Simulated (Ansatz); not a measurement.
System: GeH3 (charge -1, singlet). Whether it binds its extra electron was not tested at this geometry. 
Coordinates optimised at B3LYP-D3(BJ)/def2-TZVP (Ansatz, a first-principles code):
```xyz
4

Ge    -0.0301    -0.0444    -0.0555
H      0.6497    -0.6325     1.2988
H     -0.8841     1.0611     0.7755
H      1.1978     0.9923    -0.2995
```
Charge -1, spin multiplicity 1.

Parts of the frozen-core correlation energy in cc-pVDZ (Ansatz, hartree). Frozen orbitals: 14; correlated occupied orbitals by spin: 4 and 4; virtual: 24 and 24. Spin-orbit coupling is left out. Non-relativistic.

```
term                             value
-------------------------  -----------
reference (HF)             -2077.04261
MP2 opposite-spin                  [?]
MP2 same-spin                      [?]
CCSD correlation              -0.14369
(T)                                [?]
CCSDT minus CCSD(T)           -0.00060
CCSDT(Q) minus CCSD(T)        -0.00072
T1 diagnostic                    0.012
largest doubles amplitude        0.057
```

**Question.** Fill in the missing entries.

**Answer.** 
- MP2 opposite-spin, value: -0.09926
- MP2 same-spin, value: -0.01557
- (T), value: -0.00300
